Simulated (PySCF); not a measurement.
C₆H₁₄S₂, SMILES S(CCCCSC)C. Heavy atoms are numbered as in [CH3:1][S:2][CH2:3][CH2:4][CH2:5][CH2:6][S:7][CH3:8]. Hydrogens are named by the atom that carries them.

Geometry optimised at B3LYP-D3(BJ)/def2-SVP. One conformer was computed; it need not be the lowest.

The numbers are results of PBE0/pcSseg-1 (PySCF), not measurements.

GIAO shieldings, no solvent; atoms alike by connectivity are averaged. δ = σ(ref) − σ: ¹³C against TMS (σ = 186.3 ppm); ³³S against H2S (σ = 716.7 ppm); ¹H against TMS (σ = 31.56 ppm), references at their B3LYP-D3(BJ)/def2-TZVP geometries, non-relativistic.

| atoms | nucleus | count | δ (ppm) |
|---|---|---|---|
| C3 (CH2) | ¹³C | 2 | 43.9 |
| C4 (CH2) | ¹³C | 2 | 33.6 |
| C1 (CH3) | ¹³C | 2 | ? |
| S2 | ³³S | 2 | ? |
| H on C3 | ¹H | 4 | 2.50 |
| H on C1 | ¹H | 6 | 2.29 |
| H on C4 | ¹H | 4 | ? |

Q: Some entries are withheld; supply them. (Estimate from the structure and the level; the computed values follow.)

A: 
- C1 (CH3), δ (ppm): 23.9
- H on C4, δ (ppm): 1.64
- S2, δ (ppm): 165.3
